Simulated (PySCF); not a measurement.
V2O: one-bond stretch

Computed with UB3LYP in PySCF with O def2-SVP, V def2-SVP; no relativity; density-fitted integrals.

Rigid scan from the septet minimum (O–V 1.801 Å (×2), V–V 2.636 Å; O–V–V 42.9° (×2), V–O–V 94.1°). Coordinate: the bond from O to the last atom (V) scaled, the rest fixed. Energies in kJ/mol from the minimum.

Problem. Predict the curve at 0.92, 0.96, 1.00, 1.05, 1.12, 1.20, 1.35, 1.55, 1.80, 2.20.

Solution. 
```csv
scale of one bond,E (kJ/mol),dipole size (D),⟨S²⟩
0.92,24.4,1.24,12.05
0.96,5.5,1.47,12.06
1.00,0.0,1.67,12.06
1.05,6.5,1.87,12.07
1.12,29.9,2.13,12.08
1.20,64.5,2.45,12.15
1.35,127.6,2.86,12.19
1.55,190.4,–,12.24
1.80,236.1,–,12.33
2.20,266.4,–,12.35
```

Spin contamination is strong at 1.55, 1.80, 2.20, so these points are less reliable.

Other spin states or occupations of the open shell can lie lower.

Other isomers or separated fragments may lie lower.

The scan took 37 s on 2 threads of a shared Arm Neoverse V1 host; the process peaked at 0.75 GiB. Launch command: `OMP_NUM_THREADS=2 python axn.py task.json out`.
